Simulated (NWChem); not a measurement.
# C3H4BFO; SMILES CC#CB(O)F

```xyz
10

C     -0.0297     3.0299    -0.0001
C     -0.0110     1.5724    -0.0015
C      0.0075     0.3576    -0.0005
B      0.0158    -1.1617    -0.0001
O      1.1854    -1.8511     0.0000
F     -1.1426    -1.8452     0.0000
H     -0.1147     3.4160     1.0231
H     -0.8810     3.4166    -0.5732
H      0.8887     3.4404    -0.4365
H      1.0267    -2.8082     0.0002
```
Atoms are numbered in this order, from 1.

Computed with NWChem. Structure relaxed at the B3LYP/6-31G* (spherical d) level. Total energies of different functionals are on different scales.

| level | energy (Ha) | highest occupied level (eV) | orbital gap (eV) | dipole (D) |
|---|---|---|---|---|
| PBE/def2-TZVP | -316.4759 | -6.60 | 5.07 | 1.04 |
| B3LYP/def2-TZVP | -316.8578 | -7.60 | 6.78 | 1.04 |
| PBE0/def2-TZVP | -316.4901 | -7.85 | 7.25 | 1.07 |
| Hartree-Fock/def2-TZVP | -315.1338 | ___ | ___ | 1.09 |
| PW6B95/def2-TZVP | -317.2242 | -7.93 | 7.37 | 1.05 |
| BLYP/def2-TZVP | -316.7721 | -6.44 | 5.05 | 1.02 |

### Question
What belongs in the gaps?

### Answer

- Hartree-Fock/def2-TZVP, highest occupied level (eV): -10.60
- Hartree-Fock/def2-TZVP, orbital gap (eV): 13.67
